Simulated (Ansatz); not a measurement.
System: CH5Al, net charge 0, singlet state. 
Structure (B3LYP-D3(BJ)/def2-TZVP (Ansatz, a first-principles code) minimum search):
SMILES: [CH3][AlH2]
```xyz
7

C     -1.2332    -0.0346     0.1111
Al     0.7126     0.0257    -0.0661
H     -1.6831    -0.6311    -0.6886
H     -1.5140    -0.5251     1.0496
H     -1.6987     0.9525     0.1013
H      1.5319    -1.3232    -0.2072
H      1.4994     1.4007    -0.0623
```

Total electronic energies in hartree. Valence correlation only, unless marked. No spin-orbit coupling. Non-relativistic. Basis-set limits of correlation are two-point, X^-3; Hartree-Fock from the larger set (for Q and 5 zeta extrapolated as (X+1)exp(-9√X)). The bracket is a focal-point correction in the basis named.

| level | program | energy (Eh) |
|---|---|---|
| HF/aug-cc-pV(Q+d)Z | Ansatz | -282.71371 |
| RI-HF/def2-TZVPPD | Ansatz | -282.70523 |
| r2SCAN/def2-TZVPD | Ansatz | -283.48791 |
| PBE0/STO-3G | Ansatz | -279.96668 |
| r2SCANh/def2-TZVPD | Ansatz | -283.48510 |
| HSE06-D4/def2-TZVPD | Ansatz + dftd4 | -283.36779 |
| CAM-B3LYP/def2-TZVPD | Ansatz | -283.52593 |
| MP2/aug-cc-pV(T+d)Z | Ansatz | -282.98404 |
| MP2/aug-cc-pV(Q+d)Z | Ansatz | -283.00345 |
| SCS-MP2/cc-pV(D+d)Z | Ansatz | -282.91644 |
| SCS-MP2/cc-pwCVTZ | Ansatz | -282.99650 |
| CCSD/6-31G* | Ansatz | -282.87835 |
| CCSD(T)/cc-pwCVTZ | Ansatz | -283.02384 |
| RI-MP2/CBS(cc-pV(T+d)Z,cc-pV(Q+d)Z)+[CCSD(T)-MP2]/cc-pV(Q+d)Z | Ansatz | -283.0528 |
| CCSD(T)/CBS(cc-pV(Q+d)Z,cc-pV(5+d)Z) | Ansatz | -283.0505 |

Totals of different functionals don't rank their quality; only differences between species are comparable.
